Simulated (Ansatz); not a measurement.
Cl₂Mg (SMILES [Cl][Mg][Cl]), singlet, geometry from GFN2-xTB (such geometries of metal compounds can be far from the true shape); B3LYP/def2-SV(P) (Ansatz, a quantum-chemistry and plane-wave program).

Input for Ansatz:
Ansatz 0.2 input:
```yaml
crystal:
  periodic: [false, false, false]
  atoms:
    - {symbol: Mg, position_ang: [0.19399681, 0.27820801, 0.27282162]}
    - {symbol: Cl, position_ang: [1.38743119, 0.24793396, -1.48450411]}
    - {symbol: Cl, position_ang: [-1.52437011, -0.44431609, 1.29192414]}
basis:
  gaussian:
    orbitals: def2-SV_P_.json
hamiltonian:
  xc: b3lyp
```
The basis file holds def2-SV(P) in the JSON format of the Basis Set Exchange.

What the program printed (banner, timings and long lists left out):

```
Functional definition: B3LYP
468 factors; integrals over basis functions are off by at most 2.3e-4 eV
mean field evaluation 1: about -30483.6031 eV, gradient 2.2e1 eV
mean field evaluation 2: about -30482.6955 eV, gradient 3.0e1 eV
mean field evaluation 4: about -30485.1894 eV, gradient 4.2e-1 eV
mean field evaluation 8: about -30485.2583 eV, gradient 3.8e-3 eV
mean field -30485.25833790 eV, -1120.3125802675 hartree, gradient 2.9e-5 eV, S^2 0.000000; 0 other end points of the search recorded, 0 dependent functions left out
reference -30485.25855553 eV, -1120.3125882652 hartree; 23, 23 occupied and 31, 31 virtual orbitals, 468 factors
Total energy: -30485.25855553 eV, -1120.3125882652 hartree
```
